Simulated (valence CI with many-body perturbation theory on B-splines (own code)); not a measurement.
## Level structure of Cu XXIV

Computed by configuration interaction combined with many-body perturbation theory (CI+MBPT): four valence electrons over a frozen Dirac-Fock core [He], a basis of 11 s, 11 p, 10 d, 8 f, 5 g, 2 h functions for each j, with the one-electron correlation potential Σ1 (screened to all orders), the two-electron term Σ2, the three-electron term Σ3, Breit, model QED; selected single and double excitations, second order for the rest, scaled by the run's own slope (own B-spline code, finite nucleus).

No measured levels were compared; by estimate levels of excited configurations hold to 0.05 to 0.15 % of their energy, terms of the ground configuration to about 0.5 %. Among the levels kept, up to 1000 cm⁻¹ of a level comes from second order outside the variational space, and about a tenth of that is noise between levels of different J, which matters for small intervals.

Levels 91 to 135 of 197, with energies above the lowest level, 2s2 2p2 3P_0. "Leading %" is the weight of the configuration and term that name the level; weights of strongly mixed levels are sums over their largest components and can fall short, so below about 35 % the name and the second component can differ from the true leading terms, or belong to a minority configuration. In the jj column 3d3/2^4 stands for four electrons in 3d with j = 3/2. Lifetimes count E1, E2, E3, M1 and M2 decay at the calculated energies, and are blank where another channel may lead or the interval is too uncertain; long ones can be off by a factor of two.

| No. | Configuration | Term | J | E (eV) | Leading % | Leading jj | Lifetime |
| --- | --- | --- | --- | --- | --- | --- | --- |
| 91 | 2s 2p2 3p | 3F° | 3 | 1374.3 | 86 | 2s 2p1/2 2p3/2 3p3/2 (60 %) | 743 fs |
| 92 | 2s 2p2 3d | 5P | 2 | 1375.0 | 68 | 2s 2p1/2 2p3/2 3d3/2 (51 %) | 27.7 fs |
| 93 | 2s 2p2 3d | 3F | 3 | 1375.3 | 56 | 2s 2p1/2 2p3/2 3d5/2 (45 %) | 53.8 fs |
| 94 | 2s 2p2 3d | 5P | 1 | 1376.0 | 83 | 2s 2p1/2 2p3/2 3d3/2 (58 %) | 23.4 fs |
| 95 | 2s 2p2 3p | 1D° | 2 | 1376.4 | 40 | 2s 2p1/2 2p3/2 3p3/2 (67 %) | 156 fs |
| 96 | 2s 2p2 3p | 3P° | 0 | 1378.6 | 63 | 2s 2p1/2 2p3/2 3p1/2 (53 %) | 312 fs |
| 97 | 2s 2p2 3p | 3D° | 2 | 1379.1 | 73 | 2s 2p3/2^2 3p1/2 (51 %) | 400 fs |
| 98 | 2s 2p2 3s | 3S | 1 | 1379.5 | 57 | 2s 2p3/2^2 3s (79 %) | 200 fs |
| 99 | 2s 2p2 3p | 1F° | 3 | 1380.2 | 82 | 2s 2p3/2^2 3p3/2 (32 %) | 85.9 fs |
| 100 | 2s 2p2 3p | 3F° | 4 | 1380.5 | 90 | 2s 2p3/2^2 3p3/2 (64 %) | 62.4 ps |
| 101 | 2s 2p2 3d | 3P | 0 | 1381.0 | 89 | 2s 2p1/2 2p3/2 3d5/2 (49 %) | 57.5 fs |
| 102 | 2s 2p2 3p | 1P° | 1 | 1381.1 | 33 | 2s 2p1/2 2p3/2 3p3/2 (74 %) | 194 fs |
| 103 | 2s 2p2 3s | 3P | 2 | 1381.7 | 86 | 2s 2p3/2^2 3s (79 %) | 238 fs |
| 104 | 2s 2p2 3p | 3D° | 3 | 1382.4 | 93 | 2s 2p1/2 2p3/2 3p3/2 (40 %) | 1.19 ps |
| 105 | 2s 2p2 3p | 3P° | 1 | 1383.5 | 57 | 2s 2p1/2 2p3/2 3p3/2 (32 %) | 321 fs |
| 106 | 2s 2p2 3s | 1P | 1 | 1383.6 | 72 | 2s 2p3/2^2 3s (76 %) | 126 fs |
| 107 | 2s 2p2 3p | 3P° | 0 | 1383.9 | 97 | 2s 2p1/2 2p3/2 3p3/2 (64 %) | 1.11 ps |
| 108 | 2s 2p2 3d | 3F | 4 | 1384.0 | 76 | 2s 2p3/2^2 3d5/2 (37 %) | 54.1 fs |
| 109 | 2s 2p2 3s | 1S | 0 | 1386.0 | 74 | 2s 2p3/2^2 3s (88 %) | 351 fs |
| 110 | 2s 2p2 3d | 3D | 2 | 1386.1 | 66 | 2s 2p1/2 2p3/2 3d5/2 (56 %) | 51.6 fs |
| 111 | 2s 2p2 3d | 3D | 1 | 1386.2 | 74 | 2s 2p1/2 2p3/2 3d5/2 (68 %) | 47.4 fs |
| 112 | 2s 2p2 3d | 3D | 3 | 1387.0 | 81 | 2s 2p1/2 2p3/2 3d5/2 (46 %) | 39.5 fs |
| 113 | 2s 2p2 3p | 1P° | 1 | 1387.9 | 39 | 2s 2p1/2 2p3/2 3p1/2 (39 %) | 155 fs |
| 114 | 2s 2p2 3p | 3P° | 2 | 1389.3 | 58 | 2s 2p3/2^2 3p3/2 (49 %) | 264 fs |
| 115 | 2s 2p2 3p | 3P° | 2 | 1391.0 | 44 | 2s 2p1/2 2p3/2 3p3/2 (46 %) | 279 fs |
| 116 | 2s 2p2 3p | 3P° | 1 | 1392.2 | 67 | 2s 2p1/2 2p3/2 3p3/2 (54 %) | 254 fs |
| 117 | 2s 2p2 3d | 3G | 3 | 1401.1 | 80 | 2s 2p1/2 2p3/2 3d3/2 (86 %) | 1.77 ps |
| 118 | 2s 2p2 3d | 3G | 4 | 1404.1 | 78 | 2s 2p1/2 2p3/2 3d5/2 (69 %) | 290 fs |
| 119 | 2s 2p2 3d | 3F | 2 | 1404.7 | 81 | 2s 2p1/2 2p3/2 3d3/2 (71 %) | 34.6 fs |
| 120 | 2s 2p2 3d | 3F | 3 | 1406.3 | 53 | 2s 2p1/2 2p3/2 3d5/2 (79 %) | 39.2 fs |
| 121 | 2s 2p2 3d | 3D | 1 | 1407.1 | 88 | 2s 2p1/2 2p3/2 3d3/2 (56 %) | 28.0 fs |
| 122 | 2s 2p2 3p | 1S° | 0 | 1407.3 | 52 | 2s 2p3/2^2 3p1/2 (45 %) | 2.54 ps |
| 123 | 2s 2p2 3d | 3D | 2 | 1408.8 | 81 | 2s 2p1/2 2p3/2 3d5/2 (57 %) | 28.7 fs |
| 124 | 2s 2p2 3d | 3G | 5 | 1408.8 | 91 | 2s 2p3/2^2 3d5/2 (63 %) | 161 ps |
| 125 | 2s 2p2 3d | 3F | 4 | 1409.5 | 72 | 2s 2p1/2 2p3/2 3d5/2 (48 %) | 42.5 fs |
| 126 | 2s 2p2 3p | 3D° | 1 | 1410.4 | 33 | 2s 2p3/2^2 3p1/2 (75 %) | 168 fs |
| 127 | 2s 2p2 3d | 3D | 3 | 1411.2 | 65 | 2s 2p3/2^2 3d3/2 (46 %) | 28.8 fs |
| 128 | 2s 2p2 3p | 3S° | 1 | 1411.5 | 47 | 2s 2p3/2^2 3p1/2 (65 %) | 145 fs |
| 129 | 2s 2p2 3d | 3P | 0 | 1412.0 | 95 | 2s 2p1/2 2p3/2 3d3/2 (65 %) | 32.9 fs |
| 130 | 2s 2p2 3d | 3P | 1 | 1412.0 | 44 | 2s 2p1/2 2p3/2 3d5/2 (63 %) | 46.6 fs |
| 131 | 2s 2p2 3p | 3D° | 2 | 1412.2 | 47 | 2s 2p3/2^2 3p1/2 (56 %) | 599 fs |
| 132 | 2s 2p2 3p | 3D° | 3 | 1412.4 | 86 | 2s 2p3/2^2 3p3/2 (77 %) | 282 fs |
| 133 | 2s 2p2 3p | 3P° | 2 | 1413.3 | 82 | 2s 2p3/2^2 3p3/2 (68 %) | 377 fs |
| 134 | 2s 2p2 3p | 3P° | 0 | 1413.8 | 87 | 2s 2p3/2^2 3p1/2 (42 %) | 1.50 ps |
| 135 | 2s 2p2 3d | 3P | 2 | 1414.0 | 45 | 2s 2p3/2^2 3d3/2 (40 %) | 31.6 fs |

Names give the largest LS component (configuration and term), which can be under half, so a name can repeat, a term be missing and a line seem to break the LS rules; names also repeat where a configuration has a term twice.
